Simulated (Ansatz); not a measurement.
C3H7BN2 (`BN/C=N/C=C`). Charge 0, multiplicity 1. The structure was optimised at the PBE0-D4/def2-TZVP level. It is one conformer, not always the lowest.

```xyz
13

B     1.435    1.386   -1.726
N     1.314    0.091   -1.188
C     0.320   -0.407   -0.359
N    -0.736    0.227   -0.084
C    -1.614   -0.306    0.846
C    -1.290   -0.732    2.066
H     2.379    1.590   -2.430
H     0.625    2.215   -1.463
H     2.027   -0.590   -1.399
H     0.517   -1.411    0.034
H    -2.655   -0.289    0.530
H    -0.271   -0.680    2.432
H    -2.053   -1.093    2.743
```

**Question.** What is the dipole moment at B3LYP/def2-TZVPP? (An estimate is asked.)

**Answer.** Computed: 2.61 D, with components (1.35, -2.24, 0.02) D in this frame, pointing from negative to positive charge.

**Question.** And with PBE, r2SCAN, ωB97M-V? (An estimate is asked.)

**Answer.** Computed: PBE 2.57 D, r2SCAN 2.60 D, ωB97M-V 2.66 D.

**Question.** Give the Mulliken charges with B3LYP, r2SCAN, ωB97M-V in def2-TZVPP. (An estimate is asked.)

**Answer.** Ansatz gave: 
| atom | B3LYP | r2SCAN | ωB97M-V |
| --- | --- | --- | --- |
| B1 | -0.10 | -0.04 | -0.16 |
| N2 | -0.15 | -0.17 | -0.15 |
| C3 | 0.12 | 0.18 | 0.14 |
| N4 | -0.21 | -0.27 | -0.24 |
| C5 | 0.00 | 0.04 | 0.00 |
| C6 | -0.26 | -0.23 | -0.26 |
| H7 | 0.02 | -0.01 | 0.06 |
| H8 | 0.06 | 0.02 | 0.09 |
| H9 | 0.16 | 0.17 | 0.12 |
| H10 | 0.08 | 0.06 | 0.10 |
| H11 | 0.11 | 0.08 | 0.10 |
| H12 | 0.09 | 0.08 | 0.09 |
| H13 | 0.10 | 0.08 | 0.10 |

B3LYP here is the variant with VWN-RPA as its local correlation; programs differ in this.
